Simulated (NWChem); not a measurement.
Program: NWChem. System: Sn (+1), charge 1, spin multiplicity 2. Its SCF solution wasn't tested for a lower state. Level: UMP2/def2-SVP with def2 effective core potentials on Sn, 4 core orbitals frozen.

Part of the output:

```
             Northwest Computational Chemistry Package (NWChem) 7.3.0
             --------------------------------------------------------

                                NWChem Input Module
                                -------------------

 Scaling coordinates for geometry "geometry" by  1.889725989
 (inverse scale =  0.529177249)

                             Geometry "geometry" -> ""
                             -------------------------

 Output coordinates in angstroms (scale by  1.889725989 to convert to a.u.)

  No.       Tag          Charge          X              Y              Z
 ---- ---------------- ---------- -------------- -------------- --------------
    1 Sn                  50.0000     0.00000000     0.00000000     0.00000000

 Effective nuclear repulsion energy (a.u.)       0.0000000000

            Nuclear Dipole moment (a.u.)
            ----------------------------
        X                 Y               Z
 ---------------- ---------------- ----------------
     0.0000000000     0.0000000000     0.0000000000

      Symmetry information
      --------------------

 Group name             D2h
 Group number             26
 Group order               8
 No. of unique centers     1

      Symmetry unique atoms

     1


 Summary of "ao basis" -> "" (spherical)
 ------------------------------------------------------------------------------
       Tag                 Description            Shells   Functions and Types
 ---------------- ------------------------------  ------  ---------------------
 *                          def2-svp                  on all atoms

 Summary of "ao basis" -> "ao basis" (spherical)
 ------------------------------------------------------------------------------
       Tag                 Description            Shells   Functions and Types
 ---------------- ------------------------------  ------  ---------------------
 Sn                         def2-svp                10       26   4s4p2d

                                 NWChem SCF Module
                                 -----------------

  ao basis        = "ao basis"
  functions       =    26
  atoms           =     1
  alpha electrons =    11
  beta  electrons =    10
  charge          =   1.00
  wavefunction    = UHF
  use symmetry    = T
  symmetry adapt  = T

 Summary of "ao basis" -> "ao basis" (spherical)
 ------------------------------------------------------------------------------
       Tag                 Description            Shells   Functions and Types
[...]
     2   0 2 0    -13.204498     -7.532688     -5.671809      0.000000
     2   0 1 1      0.000000      0.000000     -0.000000      0.000000
     2   0 0 2    -17.291983    -11.890829     -5.401154      0.000000

                   NWChem MP2 Semi-direct Energy/Gradient Module
                   ---------------------------------------------

  Basis functions       =     26
  Molecular orbitals    =     26
  Frozen core           =      4
  Frozen virtuals       =      0
  Active alpha occupied =      7
  Active beta occupied  =      6
  Active alpha virtual  =     15
  Active beta virtual   =     16
  Use MO symmetry       = T
  Use skeleton AO sym   = T

  AO/Fock/Back tols     =   1.0D-09  1.0D-09  1.0D-09

 GA uses MA = F    GA memory limited = T

 Available:
  local mem=  1.26D+08
 global mem=  1.44D+08
 local disk=  0.00D+00
  mp2_memr nvloc                    15
  nvloc new                    15
   1 passes of   7:        2097152                       4056                    126507.
   1 passes of   7: M    126151105           G      144177848           F     124053953.

 Semi-direct pass number   1 of   1  for UHF alpha       at        0.1s
  vrange nnbf                   351
  mp2_eaftype                    10  avail_ma_in_mb                  1099
 EAF : mp2_eaftype filesize          10      63254.
  mp2_eaf for mointskh                     10
Node 0 wrote      0.3 Mb in      0.0 s     Agg I/O rate:  2127.4 Mb/s
 Done moints_semi at        0.3s
  mp2_eaftype                    10  avail_ma_in_mb                  1089
 EAF : mp2_eaftype filesize          10      63254.
  mp2_eaf for kh                    10
 Done maket at        0.3s
 Done multipass loop at        0.3s

 GA uses MA = F    GA memory limited = T

 Available:
  local mem=  1.26D+08
 global mem=  1.44D+08
 local disk=  0.00D+00
  mp2_memr nvloc                    16
  nvloc new                    16
   1 passes of   6:        2097152                       3827                    115767.
   1 passes of   6: M    126151105           G      144177848           F     124053953.

 Semi-direct pass number   1 of   1  for UHF beta        at        0.3s
  vrange nnbf                   351
  mp2_eaftype                    10  avail_ma_in_mb                  1099
 EAF : mp2_eaftype filesize          10      57883.
  mp2_eaf for mointskh                     10
Node 0 wrote      0.3 Mb in      0.0 s     Agg I/O rate:  1824.2 Mb/s
 Done moints_semi at        0.4s
  mp2_eaftype                    10  avail_ma_in_mb                  1089
 EAF : mp2_eaftype filesize          10      57883.
  mp2_eaf for kh                    10
 Done maket at        0.4s
 Done multipass loop at        0.4s

          -------------------------------------------
          SCF energy                -213.084290089526
          Correlation energy          -0.046340503851
          Singlet pairs                0.000000000000
          Triplet pairs                0.000000000000
          Total MP2 energy          -213.130630593377
          -------------------------------------------

          ---------------------------------------------------
                    Spin Component Scaled (SCS) MP2
          Same spin pairs                     -0.008327664112
          Same spin scaling factor             0.333333333333
          Opposite spin pairs                 -0.038012839739
          Opposite spin scaling fact.          1.200000000000
          SCS-MP2 correlation energy          -0.048391295724
          Total SCS-MP2 energy              -213.132681385250
          ---------------------------------------------------

 -----------------------
 Performance information
 -----------------------

 Timer overhead =  9.64D-08 seconds/call

               Nr. of calls         CPU time (s)                 Wall time (s)                GFlops
             ---------------    -------------------     ------------------------------   -------------------
Name         Min   Avg   Max    Min     Avg     Max     Min     Avg     Max   Mx/calls   Min     Max     Sum
mp2: moin     2     2     2   0.24    0.24    0.24     0.24    0.24    0.24    0.12      0.0     0.0     0.0
mp2: make     2     2     2   3.24E-3 3.24E-3 3.24E-3  3.24E-3 3.24E-3 3.24E-3 1.62E-3   0.0     0.0     0.0
mp2: tota     1     1     1   0.27    0.27    0.27     0.27    0.27    0.27    0.27      0.0     0.0     0.0

 The average no. of pstat calls per process was 5.00D+00
 with a timing overhead of 4.82D-07s

 Task  times  cpu:        0.4s     wall:        0.4s

 Total times  cpu:        0.4s     wall:        0.4s
```

Problem. Write an NWChem input that would produce this output.

Solution. Several could match; the one computed here: 
```
start mol
memory heap 200 mb stack 900 mb global 1100 mb
charge 1
geometry units angstroms nocenter noautoz
  Sn     0.000000     0.000000     0.000000
  symmetry group D2h
end
basis spherical
  * library def2-svp
end
ecp
  Sn library def2-ecp
end
scf
  uhf
  nopen 1
  maxiter 100
  thresh 1e-7
  semidirect memsize 60000000 filesize 0
  # guess.movecs holds the orbitals of an unrestricted PBE0 run
  vectors input guess.movecs output mol.movecs
end
mp2
  freeze core 4
end
task mp2 energy
```
